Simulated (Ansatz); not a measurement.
Input file for Ansatz (an electronic-structure program): R-CCSD(T)/cc-pV(D+d)Z on H2O (SMILES O). The basis file is the Basis Set Exchange's JSON of that set.

Ansatz 0.2 input:
```yaml
crystal:
  periodic: [false, false, false]
  atoms:
    - {symbol: O, position_ang: [0.00000000, -0.00000000, 0.40073248]}
    - {symbol: H, position_ang: [-0.00000000, 0.75701187, -0.20041624]}
    - {symbol: H, position_ang: [-0.00000000, -0.75701187, -0.20041624]}
basis:
  gaussian:
    orbitals: cc-pV_D+d_Z.json
magnetization: {spin_polarized: false}
correlation: {method: ccsd_t, electrons: outside_noble_gas}
scf: {lower_state_search: off}
```

The log:

```
WARN ansatz: RAYON_NUM_THREADS=8 ignored (pool sized by the plan → 8); use --threads N
Functional definition: HF
these checks for a lower state are left out or cut short: stability, starts, cluster_reference, orbital_swaps, neighbouring_geometries, increment
integrals: 0.00 GiB planned
217 factors; integrals over basis functions are off by at most 1.1e-3 eV
mean field: 0.04 GiB planned
mean field evaluation 1: about -2067.1808 eV, gradient 3.0e1 eV
mean field evaluation 2: about -2067.1810 eV, gradient 3.0e1 eV
mean field evaluation 4: about -2068.7701 eV, gradient 1.4e0 eV
mean field evaluation 8: about -2068.7776 eV, gradient 1.7e-5 eV
mean field -2068.77758593 eV, -76.0261740150 hartree, gradient 3.0e-6 eV, S^2 0.000000; 0 other end points of the search recorded, 0 dependent functions left out
1 core orbitals not correlated
reference -2068.77758593 eV, -76.0261740150 hartree; 4, 4 occupied and 19, 19 virtual orbitals, 217 factors
second order -5.50877553 eV of doubles, -0.00000000 eV of singles
coupled cluster: 0.05 GiB planned
cycle   1  -5.64670783 eV  change   -1.4e-1 eV  update   3.3e-2
cycle   2  -5.75485311 eV  change   -1.1e-1 eV  update   1.0e-2
cycle   3  -5.76883086 eV  change   -1.4e-2 eV  update   3.1e-3
cycle   4  -5.76863026 eV  change    2.0e-4 eV  update   6.5e-4
cycle   5  -5.76888242 eV  change   -2.5e-4 eV  update   2.2e-4
cycle   6  -5.76883449 eV  change    4.8e-5 eV  update   7.7e-5
cycle   7  -5.76882055 eV  change    1.4e-5 eV  update   1.9e-5
cycle   8  -5.76881711 eV  change    3.4e-6 eV  update   3.0e-6
perturbative correction -0.08415697 eV, -0.0030927116 hartree
Total energy: -2074.63056001 eV, -76.2412668453 hartree
Checks for a lower state left out: stability, starts, cluster_reference, orbital_swaps, neighbouring_geometries, increment
```

Self-consistency was reached.

Cost: very roughly 1.8 core-seconds.
